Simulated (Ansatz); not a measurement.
C3H8AlCl can be A, `C[CH](C)[AlH][Cl]`, or B, `[CH3][AlH][CH2]CCl`.

Computed with Ansatz on PBE0-D4/def2-TZVP structures; ΔE is electronic, products minus reactants. CCSD(T)/CBS is the MP2 limit (def2-TZVPP, def2-QZVPP) plus CCSD(T) − MP2 in def2-TZVPP, frozen cores. Functionals use def2-TZVPP. B3LYP here is the variant with VWN-RPA as its local correlation; programs differ in this. Each species was taken in one conformer, which may not be the lowest.

**Question.** Which isomer does CCSD(T)/CBS put lower? Give the gap. (An estimate is asked.)

**Answer.** Computed: A, by 173.2 kJ/mol.

**Question.** Give E(B) − E(A) in kJ/mol with B3LYP-D4, HF/def2-TZVPP, r2SCAN-D4, CCSD/def2-TZVPP, ωB97M-V, B3LYP, PBE0-D4. (Estimate.)

**Answer.** Ansatz gave: B3LYP-D4 168.7, HF/def2-TZVPP 181.8, r2SCAN-D4 169.7, CCSD/def2-TZVPP 175.9, ωB97M-V 170.9, B3LYP 165.9, PBE0-D4 169.2. None reverses the order clearly.

Largest T1 diagnostic: 0.009.

In def2-TZVPP, CCSD(T) changes the Hartree–Fock value by −7.7 kJ/mol (the triples alone add −1.9 kJ/mol) and MP2 by −3.7 kJ/mol. From PBE to PBE0 (25 % exact exchange), in def2-TZVPP and without D4, E(B) − E(A) moves by +7.3 kJ/mol.
